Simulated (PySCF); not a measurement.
GaH3S2, SMILES [SH][GaH][SH]. Geometry: PBE-D3(BJ)/def2-SVP. The values are those of a single conformer.

These are PBE-D3(BJ)/def2-SVP run with PySCF 2.14.0 values and carry that method's errors.

Harmonic wavenumbers (cm⁻¹): 110, 219, 266, 374, 416, 440, 540, 673, 700, 1937, 2619, 2619. Rotational constants (GHz): 9.255, 2.157, 1.749; symmetry number 2.

Question: Work out the zero-point energy and the ideal-gas rigid-rotor harmonic-oscillator thermochemistry at 298.15 K and 1 atm.

Answer: ZPE = ½ Σ hcν = ½ × 10913 cm⁻¹ = 15.60 kcal/mol. H − E(el) = 19.88 kcal/mol. Entropy in cal/(mol K): translation 40.65, rotation 25.25, vibration 10.87, total 76.77. G − E(el) = -3.01 kcal/mol. Cp = 20.67 cal/(mol K). Modes under 150 cm⁻¹ make the vibrational entropy uncertain.
